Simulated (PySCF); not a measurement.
GeHF2Cl, SMILES [GeH]([F])([F])[Cl]. Atoms are numbered in the order given.

```xyz
5

Ge    -0.3284    -0.2931     0.0000
F     -1.0416     0.4736     1.3723
F     -1.0416     0.4736    -1.3723
Cl     1.7592     0.1553     0.0000
H     -0.6472    -1.7838     0.0000
```
Charge 0, spin multiplicity 1.

Geometry optimised at B3LYP-D3(BJ)/def2-SVP.

Method: TDA-ωB97X/def2-SVPD in PySCF 2.14.0.

Vertical excitations.  State labels are in the subgroup Cs.

**Question.** Estimate the UV-visible absorptions. (Estimate from the structure and the level; the computed values follow.)

**Answer.** 
```
state  symmetry  energy (eV)  λ (nm)      f                                                              main pairs
-----  --------  -----------  ------  -----  ----------------------------------------------------------------------
S1           A'         7.71     161  0.030                                                          HOMO→LUMO 91 %
S2           A"         7.73     160  0.013                                                        HOMO−1→LUMO 94 %
S3           A"         9.02     137  0.007                                                        HOMO→LUMO+1 92 %
S4           A'         9.07     137  0.119                                    HOMO−2→LUMO 58 %, HOMO−1→LUMO+1 30 %
S5           A'         9.34     133  0.037  HOMO−1→LUMO+1 43 %, HOMO→LUMO+2 25 %, HOMO−2→LUMO 9 %, HOMO→LUMO+3 8 %
S6           A"         9.59     129  0.004                  HOMO−2→LUMO+1 60 %, HOMO−5→LUMO 18 %, HOMO−3→LUMO 10 %
S7           A"         9.65     129  0.012                HOMO−1→LUMO+2 51 %, HOMO−3→LUMO 16 %, HOMO−1→LUMO+3 12 %
S8           A"         9.83     126  0.007                 HOMO−3→LUMO 49 %, HOMO−1→LUMO+2 14 %, HOMO−1→LUMO+3 8 %
S9           A'         9.95     125  0.125                                      HOMO−4→LUMO 59 %, HOMO→LUMO+2 14 %
S10          A'        10.04     124  0.012                                    HOMO−2→LUMO+2 54 %, HOMO→LUMO+3 17 %
T1           A'         7.03     176      0                                                          HOMO→LUMO 92 %
T2           A"         7.12     174      0                                                        HOMO−1→LUMO 91 %
T3           A'         7.87     158      0                                                        HOMO−2→LUMO 89 %
T4           A"         8.76     142      0                                    HOMO→LUMO+1 76 %, HOMO−2→LUMO+1 14 %
```
Triplets are in the Tamm–Dancoff approximation.
